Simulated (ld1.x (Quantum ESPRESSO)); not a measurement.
## Varying the TM potential for tungsten

Base potential:

| Quantity | Value |
| --- | --- |
| Element | W |
| Generator | ld1.x (Quantum ESPRESSO) 7.5 |
| Type | norm-conserving Troullier–Martins (Kleinman–Bylander form) |
| Functional | LDA (PZ) |
| Relativity | scalar-relativistic |
| Frozen core | [Kr] 4d10 4f14 5s2 |
| Valence charge | 12 |
| Reference configuration | 5p6 5d3 6s0 6p0 (charge +3) |
| Partial waves | 6s (bound, empty): rc 1.80 bohr; 5p (bound): rc 1.90 bohr; 5d (bound): rc 2.55 bohr |
| Local potential | all-electron potential smoothed inside 1.45 bohr (lloc = -1) |
| Core correction | Bessel-smoothed model core, default radius (core density twice the valence density) |

Cutoffs, loose and tight: the cutoffs (Ry, on a coarse ladder) from which the occupation-weighted sum of valence levels, in a spherical-Bessel basis at the reference potential, stays within 10 and 1 mRy of its value at 400 Ry. They do not see the model core or the augmentation charge, which bear on the density cutoff. Test errors are all-electron minus pseudo excitation energies from the reference, over the configurations 5p6 5d4 6s2 6p0; 5p6 5d4 6s1 6p0; 5p6 5d4 6s0 6p0; 5p6 5d4.5 6s1.5 6p0; 5p6 5d4 6s0 6p1; 5p6 5d5 6s1 6p0; 5p6 5d4 6s0 6p2 (two spin-polarised tests are not counted in the largest error). A dash means not determined; rows that change the core or the reference have their own tests.

A true bound ghost makes a file unfit for plane-wave use even where its test errors are small: the radial tests pick states by their node count and pass the ghost by.

```csv
change,outcome,"cutoff, loose","cutoff, tight",bound ghosts,largest test error (meV)
base,generated,30 Ry,45 Ry,s,+144
wave 5d (bound): rc 2.55 bohr becomes 5d (bound): rc 1.62 bohr,generated,35 Ry,50 Ry,s,+144
wave 5d (bound): rc 2.55 bohr becomes 5d (bound): rc 1.96 bohr,generated,35 Ry,45 Ry,s,+144
wave 5d (bound): rc 2.55 bohr becomes 5d (bound): rc 2.30 bohr,generated,35 Ry,45 Ry,s,+144
wave 5d (bound): rc 2.55 bohr becomes 5d (bound): rc 2.82 bohr,generated,30 Ry,45 Ry,s,+147
wave 5d (bound): rc 2.55 bohr becomes 5d (bound): rc 3.16 bohr,generated,30 Ry,45 Ry,s,+153
wave 5d (bound): rc 2.55 bohr becomes 5d (bound): rc 3.50 bohr,generated,25 Ry,45 Ry,s,+165
wave 5d (bound): rc 2.55 bohr becomes 5d (bound): rc 3.76 bohr,generated,25 Ry,45 Ry,s,+181
```

Reading the sweep of the d radius (base included, trends over the rows without a ghost): Bound ghosts are found at 1.62, 1.96, 2.3, 2.55, 2.82, 3.16, 3.5, 3.76 bohr. Every judged row has one, so this setting neither creates nor removes them.
